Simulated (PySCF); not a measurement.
# Potential energy of KSn along the bond

Set-up: K def2-SVP, Sn def2-SVP with ECP28; scalar-relativistic core potentials (PySCF 2.14). Energies in eV from K + Sn in their ground configurations at the same level. All curves are PBE0. state 1: ⁴Σ⁻ (quartet), unpaired electrons σ ↑, π ↑↑; state 2: Ms = 0.5 determinant of mixed spin (⟨S²⟩ near 1.8), unpaired electrons σ ↓, π ↑↑, a second solution, started from another occupation; state 3: Ms = 0.5 determinant of mixed spin (⟨S²⟩ near 1.8), unpaired electrons σ ↑, π ↑↓, a mixture of terms (⟨Lz²⟩ = 2.0), a second solution, started from another occupation; state 4: ²Π (doublet), unpaired electrons π ↑, a second solution, started from another occupation.

```csv
R (Å),state 1,state 2,state 3,state 4
2.831,-0.993,-0.4740,-0.4760,-0.0095
2.963,-1.173,-0.6567,-0.6589,-0.3208
3.095,-1.269,-0.7598,-0.7591,-0.5239
3.193,-1.302,-0.8002,-0.7955,-0.6229
3.292,-1.310,-0.8183,-0.8079,-0.6873
3.391,-1.299,-0.8197,-0.8022,-0.7243
3.522,-1.264,-0.8035,-0.7744,-0.7410
3.687,-1.198,-0.7639,-0.7180,-0.7245
3.885,-1.099,-0.7005,-0.6322,-0.6695
4.148,-0.956,-0.6052,-0.5062,-0.5674
```

Question: Put a parabola through the three lowest points of the state 1 curve and estimate Re, k and ωe (reduced mass 29.41 u; 1 eV/Å² = 0.16022 mdyn/Å; ωe = 1302.8·√(k/μ) cm⁻¹).

Answer: Through R = 3.193, 3.292, 3.391 Å the second-order coefficient is 0.969 eV/Å², so Re ≈ 3.284 Å, k ≈ 0.311 mdyn/Å and ωe ≈ 134 cm⁻¹. A polynomial fit of higher order to the unrounded PBE0 energies gives Re = 3.280 Å, k = 0.314 mdyn/Å, ωe = 135 cm⁻¹; anharmonicity and rounding make the difference.

The higher-order fit for each curve: state 1: Re = 3.280 Å, ωe = 135 cm⁻¹, De = 1.31 eV; state 2: Re = 3.350 Å, ωe = 114 cm⁻¹, minimum 0.82 eV below the ground-state fragments; state 3: Re = 3.306 Å, ωe = 128 cm⁻¹, minimum 0.81 eV below the ground-state fragments; state 4: Re = 3.530 Å, ωe = 119 cm⁻¹, minimum 0.74 eV below the ground-state fragments.

⟨S²⟩ of the unrestricted solution departs from its pure value on part of the curve, where spin states mix. Spin–orbit coupling is left out, which matters for elements this heavy, above all for dissociation energies. The state is the lowest determinant that a PBE0 search found; another state may lie lower at other levels.
